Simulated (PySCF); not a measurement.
C2H6Si (SMILES C[Si]C), singlet, at a GFN2-xTB geometry; PySCF with MN15/6-31G.

The PySCF input:
```python
from pyscf import gto, scf, dft

mol = gto.M(
    atom='''
Si   -0.257819    0.115614    0.699275
C     0.747147    1.267276   -0.472566
H     0.925739    2.243125   -0.024830
H     0.225133    1.433692   -1.415471
H     1.720918    0.837868   -0.710368
C    -0.405789   -1.420352   -0.453292
H     0.574483   -1.792264   -0.753309
H    -0.956233   -1.180776   -1.363668
H    -0.928731   -2.241784    0.032944
''',
    basis='6-31g',
    charge=0,
    spin=0,
    verbose=4,
)

mf = dft.RKS(mol)
mf.xc = 'mn15'
mf.small_rho_cutoff = 0
mf.kernel()
```

Output, abridged:

```
PySCF version 2.14.0

[INPUT] verbose = 4
[INPUT] num. atoms = 9
[INPUT] num. electrons = 32
[INPUT] charge = 0
[INPUT] spin (= nelec alpha-beta = 2S) = 0
[INPUT] symmetry False subgroup None
[INPUT] Mole.unit = angstrom
[INPUT] Symbol           X                Y                Z      unit          X                Y                Z       unit  Magmom
[INPUT]  1 Si    -0.257819000000   0.115614000000   0.699275000000 AA   -0.487207299709   0.218478796165   1.321438235755 Bohr   0.0
[INPUT]  2 C      0.747147000000   1.267276000000  -0.472566000000 AA    1.411903204790   2.394804564234  -0.893020315781 Bohr   0.0
[INPUT]  3 H      0.925739000000   2.243125000000  -0.024830000000 AA    1.749393172829   4.238891913165  -0.046921899673 Bohr   0.0
[INPUT]  4 H      0.225133000000   1.433692000000  -1.415471000000 AA    0.425439711602   2.709285226980  -2.674852527264 Bohr   0.0
[INPUT]  5 H      1.720918000000   0.837868000000  -0.710368000000 AA    3.252063702834   1.583341048537  -1.342400967655 Bohr   0.0
[INPUT]  6 C     -0.405789000000  -1.420352000000  -0.453292000000 AA   -0.766830074361  -2.684076280478  -0.856597734456 Bohr   0.0
[INPUT]  7 H      0.574483000000  -1.792264000000  -0.753309000000 AA    1.085615533219  -3.386888102917  -1.423547697170 Bohr   0.0
[INPUT]  8 H     -0.956233000000  -1.180776000000  -1.363668000000 AA   -1.807018481271  -2.231343254459  -2.576959044833 Bohr   0.0
[INPUT]  9 H     -0.928731000000  -2.241784000000   0.032944000000 AA   -1.755047233393  -4.236357790432   0.062255137448 Bohr   0.0

nuclear repulsion = 96.5074543519837
number of shells = 29
number of NR pGTOs = 114
number of NR cGTOs = 43
basis = 6-31g
ecp = {}

******** <class 'pyscf.dft.rks.RKS'> ********
method = RKS
initial guess = minao
damping factor = 0
level_shift factor = 0
DIIS = <class 'pyscf.scf.diis.CDIIS'>
diis_start_cycle = 1
diis_space = 8
diis_damp = 0
SCF conv_tol = 1e-09
SCF conv_tol_grad = None
SCF max_cycles = 50
direct_scf = True
direct_scf_tol = 1e-13
XC library pyscf.dft.libxc version 7.1.2
    S. Lehtola, C. Steigemann, M. J. T. Oliveira, and M. A. L. Marques,  SoftwareX 7, 1–5 (2018)
XC functionals = mn15
    H. S. Yu, X. He, S. L. Li, and D. G. Truhlar,  Chem. Sci. 7, 5032–5051 (2016)
    H. S. Yu, X. He, S. L. Li, and D. G. Truhlar,  Chem. Sci. 7, 5032–5051 (2016)
radial grids:
    Treutler-Ahlrichs [JCP 102, 346 (1995); DOI:10.1063/1.469408] (M4) radial grids

becke partition: Becke, JCP 88, 2547 (1988); DOI:10.1063/1.454033
pruning grids: <function nwchem_prune>
grids dens level: 3
symmetrized grids: False
atomic radii adjust function: <function treutler_atomic_radii_adjust>
small_rho_cutoff = 0
Set gradient conv threshold to 3.16228e-05
Initial guess from minao.
tot grids = 106264
init E= -368.932668164615
  HOMO = -0.215427220268227  LUMO = -0.100962690870442  gap/eV = 3.11474
cycle= 1 E= -368.920771445658  delta_E= 0.0119  |g|= 0.385  |ddm|= 2.53
  HOMO = -0.219274578841233  LUMO = -0.0636797422977153  gap/eV = 4.23395
cycle= 2 E= -368.918930126008  delta_E= 0.00184  |g|= 0.384  |ddm|= 0.655
  HOMO = -0.230153899881015  LUMO = -0.0643481802743981  gap/eV = 4.51180
cycle= 3 E= -368.960432524887  delta_E= -0.0415  |g|= 0.015  |ddm|= 0.367
  HOMO = -0.229746927610976  LUMO = -0.0631323715509529  gap/eV = 4.53381
cycle= 4 E= -368.960514040291  delta_E= -8.15e-05  |g|= 0.0017  |ddm|= 0.0309
  HOMO = -0.229536878226259  LUMO = -0.0631239078972246  gap/eV = 4.52833
cycle= 5 E= -368.960515611723  delta_E= -1.57e-06  |g|= 0.000233  |ddm|= 0.00556
  HOMO = -0.229592336923869  LUMO = -0.0632021421775375  gap/eV = 4.52771
cycle= 6 E= -368.960515642312  delta_E= -3.06e-08  |g|= 4.78e-05  |ddm|= 0.000825
  HOMO = -0.229566965237266  LUMO = -0.0631788649769964  gap/eV = 4.52765
cycle= 7 E= -368.960515643563  delta_E= -1.25e-09  |g|= 1.1e-05  |ddm|= 0.000168
  HOMO = -0.229570041158458  LUMO = -0.0631821238404107  gap/eV = 4.52765
cycle= 8 E= -368.960515643635  delta_E= -7.25e-11  |g|= 1.23e-06  |ddm|= 3.54e-05
  HOMO = -0.229569556517769  LUMO = -0.0631816453254832  gap/eV = 4.52765
Extra cycle  E= -368.960515643637  delta_E= -1.99e-12  |g|= 8.86e-07  |ddm|= 3.78e-06
converged SCF energy = -368.960515643637
```
